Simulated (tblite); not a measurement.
Compound: C4H10BrFGe.
SMILES with atom numbers: `[CH3:1][CH2:2][GeH2:3][C@H:4]([F:5])[CH2:6][Br:7]` (hydrogens: H8, H9, H10 on C1; H11, H12 on C2; H13, H14 on Ge3; H15 on C4; H16, H17 on C6)

Computed with GFN2-xTB (tblite), gas phase: L-BFGS steps from a force-field or distance-geometry start until the largest atomic force falls under 0.01 eV/Å.

At the end of the run (lengths in Å): Ge3–C4 2.020, C2–Ge3 1.980, Ge3–H13 1.510, Ge3–H14 1.507, C1–H8 1.089, C4–H15 1.096, C1–C2 1.523, C1–C2–Ge3 112.6°, C2–Ge3–C4 110.8°, Ge3–C4–F5 106.0°, Ge3–C4–C6 115.2°, C1–C2–Ge3–C4 -179°, C2–Ge3–C4–F5 27°, Ge3–C4–C6–Br7 39°, H8–C1–C2–Ge3 58°, H11–C2–C1–H8 -62°.

**Question.** These geometries were met on the way; a selection of coordinates is given. Order them by energy above the end point, lowest first.
A. Ge3–C4 2.019, C2–Ge3 1.992, Ge3–H13 1.507, Ge3–H14 1.506, C1–H8 1.092, C4–H15 1.096, C1–C2 1.531, C1–C2–Ge3 112.3°, C2–Ge3–C4 118.4°, Ge3–C4–F5 109.5°, Ge3–C4–C6 114.5°, C1–C2–Ge3–C4 179°, C2–Ge3–C4–F5 39°, Ge3–C4–C6–Br7 48°, H8–C1–C2–Ge3 39°, H11–C2–C1–H8 -78°
B. Ge3–C4 1.990, C2–Ge3 1.954, Ge3–H13 1.512, Ge3–H14 1.512, C1–H8 1.087, C4–H15 1.084, C1–C2 1.523, C1–C2–Ge3 102.8°, C2–Ge3–C4 114.6°, Ge3–C4–F5 107.8°, Ge3–C4–C6 116.4°, C1–C2–Ge3–C4 180°, C2–Ge3–C4–F5 39°, Ge3–C4–C6–Br7 58°, H8–C1–C2–Ge3 23°, H11–C2–C1–H8 -91°
C. Ge3–C4 1.930, C2–Ge3 1.930, Ge3–H13 1.555, Ge3–H14 1.545, C1–H8 1.121, C4–H15 1.127, C1–C2 1.550, C1–C2–Ge3 104.6°, C2–Ge3–C4 114.3°, Ge3–C4–F5 110.2°, Ge3–C4–C6 115.4°, C1–C2–Ge3–C4 -179°, C2–Ge3–C4–F5 39°, Ge3–C4–C6–Br7 61°, H8–C1–C2–Ge3 22°, H11–C2–C1–H8 -92°
D. Ge3–C4 1.991, C2–Ge3 1.955, Ge3–H13 1.510, Ge3–H14 1.506, C1–H8 1.098, C4–H15 1.097, C1–C2 1.536, C1–C2–Ge3 104.9°, C2–Ge3–C4 116.8°, Ge3–C4–F5 105.7°, Ge3–C4–C6 117.2°, C1–C2–Ge3–C4 180°, C2–Ge3–C4–F5 39°, Ge3–C4–C6–Br7 53°, H8–C1–C2–Ge3 24°, H11–C2–C1–H8 -95°
E. Ge3–C4 2.022, C2–Ge3 1.984, Ge3–H13 1.512, Ge3–H14 1.509, C1–H8 1.092, C4–H15 1.095, C1–C2 1.530, C1–C2–Ge3 109.3°, C2–Ge3–C4 119.0°, Ge3–C4–F5 106.5°, Ge3–C4–C6 115.4°, C1–C2–Ge3–C4 180°, C2–Ge3–C4–F5 38°, Ge3–C4–C6–Br7 51°, H8–C1–C2–Ge3 28°, H11–C2–C1–H8 -90°

**Answer.** A (0.064 eV), E (0.108 eV), D (0.180 eV), B (0.298 eV), C (0.507 eV).

| step | E above end (eV) | rms distance from the end, all atoms (Å) | largest force (eV/Å) | rms shift of all bonds from the end (Å) |
| --- | --- | --- | --- | --- |
| 28 | 0.064 | 0.221 | 0.165 | 0.004 |
| 16 | 0.108 | 0.303 | 0.179 | 0.003 |
| 7 | 0.180 | 0.346 | 0.323 | 0.011 |
| 2 | 0.298 | 0.364 | 0.540 | 0.011 |
| 0 | 0.507 | 0.370 | 1.842 | 0.034 |

Rows stand in the order of the answer.
